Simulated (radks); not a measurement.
Values are calculated unless marked as measured or tabulated.
Valence configurations of Tl I. Code: a radial shooting solver on a logarithmic mesh with Libxc functionals. Model: scalar-relativistic Kohn-Sham, PBEsol, spin-polarised, spherical densities, finite nucleus; open shells are filled with parallel spins first (spin-orbit coupling, left out, can overturn this in heavy ions); Fermi nuclear charge, rms radius 5.4759 fm. Energies are relative to [Hg] 6p1; eigenvalues in eV for spin up.

valence,E (eV),moment (Bohr magnetons),e(4f),e(5d),e(6p),e(6s)
[Hg] 6p1,0.000,1,-114.04,-15.474,-2.630,-9.784
[Xe] 4f14 5d10 6s1.5 6p1.5,3.224,2,-114.92,-16.393,-3.213,-10.618
[Xe] 4f14 5d10 6s1 6p2,6.245,3,-115.70,-17.220,-3.712,-11.360
[Xe] 4f13 5d10 6s2 6p2,119.57,3,-133.07,-21.296,-3.965,-12.224
[Xe] 4f12 5d10 6s2 6p3,255.86,5,-152.76,-27.289,-5.184,-14.520
[Xe] 4f14 5d9 6s2 6p2,13.975,3,-119.69,-20.030,-3.970,-12.167
[Xe] 4f14 5d10 6s0.5 6p2.5,10.104,3,-116.60,-18.029,-4.092,-11.880
[Xe] 4f14 5d9.5 6s2 6p1.5,6.685,2,-116.88,-17.778,-3.327,-11.014

NIST lists [Hg] 6p1 as the ground configuration; this level of theory agrees among the configurations tried. The energies are those of spherical high-spin densities, not of single terms.
